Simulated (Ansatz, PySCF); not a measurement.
Zr(Cl)2(OH) (Cl2HOZr), SMILES [Cl][Zr]([OH])[Cl] (connectivity only; charge and spin as stated), neutral, multiplicity 2. Atoms are numbered in the order given.

```xyz
5

Zr     0.2347     0.0105     0.0000
Cl    -0.9531     2.0435     0.0000
Cl    -0.8553    -2.0766     0.0000
O      2.1255     0.0555     0.0000
H      3.0833     0.0795     0.0000
```
Charge 0, spin multiplicity 2.

Geometry optimised at PBE0-D3(BJ)/def2-SVP. The multiplicity is an assumed one; other spin states were not compared. The isomer is the one that the SMILES or the coordinates give; other isomers of the formula were not compared. The def2 effective core potentials stand for the cores of Zr; spin–orbit coupling is left out. Other conformers were not sampled.

Two levels are set side by side: PBE-D3(BJ)/def2-SVP (Ansatz, a quantum-chemistry and plane-wave program) and PBE0-D3(BJ)/def2-SVP (Ansatz). Each level has its own optimised geometry; the coordinates shown are those of the second. Frequencies come from the Hessian of PySCF at each geometry. Differences are taken from unrounded values.

| quantity | PBE0-D3(BJ) | PBE-D3(BJ) | PBE-D3(BJ) minus PBE0-D3(BJ) |
|---|---|---|---|
| mean bond length (Å) | 1.890 | 1.897 | 0.007 |
| bond Zr1–Cl2 (Å) | 2.355 | 2.359 | 0.005 |
| bond Zr1–Cl3 (Å) | 2.355 | 2.359 | 0.005 |
| bond Zr1–O4 (Å) | 1.891 | 1.901 | 0.010 |
| bond O4–H5 (Å) | 0.958 | 0.968 | 0.010 |
| highest harmonic wavenumber (cm⁻¹) | 3998 | 3845 | -153 |
| mean harmonic wavenumber (cm⁻¹) | 732 | 701 | -31 |
| zero-point energy (kcal/mol) | 9.42 | 9.02 | -0.40 |

GGA bonds tend to be longer and softer than those of functionals with exact exchange. Differences between two approximate levels are no errors against the true value.
